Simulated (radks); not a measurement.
Species: the tungsten ion W32+. Configuration: [Kr] 4d6. Calculated with a radial shooting solver on a logarithmic mesh with Libxc functionals: scalar-relativistic Kohn-Sham, PBEsol, spin-unpolarised, spherical densities, finite nucleus; Fermi nuclear charge, rms radius 5.3658 fm. Some entries of the table are withheld. Estimate them.

orbital,occ.,eigenvalue (eV),<r> (bohr)
1s,2,-70679.26,(1)
2s,2,-13228.28,0.07760
2p,6,-11727.98,0.06946
3s,2,-3985.953,0.1999
3p,6,-3540.791,0.1998
3d,10,-3033.706,(2)
4s,2,-1670.865,(3)
4p,6,-1510.425,(4)
4d,6,-1315.123,0.4341

Answer. 
(1) 1s <r> (bohr): 0.01835
(2) 3d <r> (bohr): 0.1806
(3) 4s <r> (bohr): 0.4161
(4) 4p <r> (bohr): 0.4309
